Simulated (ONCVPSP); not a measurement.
# Se, ONCV: configuration errors across variants

* Element: selenium
* Generator: ONCVPSP 4.0.1
* Type: optimised norm-conserving Vanderbilt (ONCV)
* Functional: PBE
* Relativity: scalar-relativistic
* Frozen core: [Ar] 3d10
* Valence charge: 6
* Reference configuration: 4s2 4p4
* Partial waves: 4s: rc 1.45 bohr, ncon 5, nbas 10, qcut 4.9 1/bohr, 3 projectors, debl 3.3 Ha; 4p: rc 1.45 bohr, ncon 4, nbas 8, qcut 6.2 1/bohr, local; d scattering state at 0.1 Ha: rc 1.90 bohr, ncon 4, nbas 8, qcut 5.2 1/bohr, 2 projectors, debl 2.3 Ha
* Local potential: the p channel
* Core correction: Teter function, fcfact 5.75, rcfact 1.7

All-electron excitation energies from the reference (eV): (1) 4s2 4p3 10.845; (2) 4s2 4p2 31.193; (3) 4s2 4p1 62.062; (4) 4s2 4p3.5 4.310.

A true bound ghost makes a file unfit for plane-wave use even where its test errors are small: the radial tests pick states by their node count and pass the ghost by.

Errors AE − PS in meV (a dash: test not solved or not reliable):

```csv
change,(1),(2),(3),(4),bound ghosts,GHOST(+) flags above zero
base,-28,-174,-561,-5.7,s,"s, d"
d: debl 0.2,-28,-174,-561,-5.7,"s, d",s
d: debl 0.65,-28,-174,-561,-5.7,"s, d",s
d: debl 0.8,-28,-174,-561,-5.7,s,"s, d"
d: debl 1.75,-28,-174,-561,-5.7,s,"s, d"
d: debl 2.65,-28,-174,-561,-5.7,s,s
d: debl 5.4,-28,-174,-561,-5.7,s,s
```

Q: Give the same row for: d: debl 0.35.

A: -28, -174, -561, -5.7; bound ghosts: s, d; GHOST(+) flags above zero: s.
